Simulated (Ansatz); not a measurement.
Stepwise reaction of `[NH2][W]([NH2])(=[S])=[S]` with water, as a gas-phase model of exchange steps in deposition or etching. ΔE in kJ/mol; ΔG adds harmonic PBE0-D4 terms to CCSD(T)/CBS, at 1 bar.

Program: Ansatz. Geometries: PBE0-D4/def2-TZVP. ΔE: electronic, gas phase. CCSD(T)/CBS is the MP2 limit (def2-TZVPP, def2-QZVPP) plus CCSD(T) − MP2 in def2-TZVPP, frozen cores. This one scheme is used for every species. DFT in def2-TZVPP. B3LYP here is the variant with VWN-RPA as its local correlation; programs differ in this. def2 core potentials past Kr. For W outer-core shells are correlated without core-valence functions, which leaves a few kJ/mol of doubt a bond. One conformer a species, not always the lowest.

```tsv
step	reaction	PBE-D4	B3LYP-D4	ωB97M-V	CCSD(T)/CBS	ΔG(400 K)
1	`[NH2][W]([NH2])(=[S])=[S]` + H₂O → `[NH2][W]([OH])(=[S])=[S]` + NH₃	-28.6	-28.4	-28.6	-21.8	-21.2
2	`[NH2][W]([OH])(=[S])=[S]` + H₂O → `[OH][W]([OH])(=[S])=[S]` + NH₃	-21.8	-21.4	-21.3	-14.3	-12.7
```

(1) By hand: ΔE of the 2 steps together at CCSD(T)/CBS.

## Answers

(1) (-21.8) + (-14.3) = -36.1 kJ/mol, or -18.1 kJ/mol a step.

In ΔE each step is higher than the one before. All are downhill at CCSD(T)/CBS. ΔG lies between -21.2 and -12.7 kJ/mol a step. PBE-D4 differs from CCSD(T)/CBS by -7.5 to -6.8 kJ/mol a step. Isolated molecules leave out the surface, adducts and barriers. Largest T1 diagnostic: 0.023.
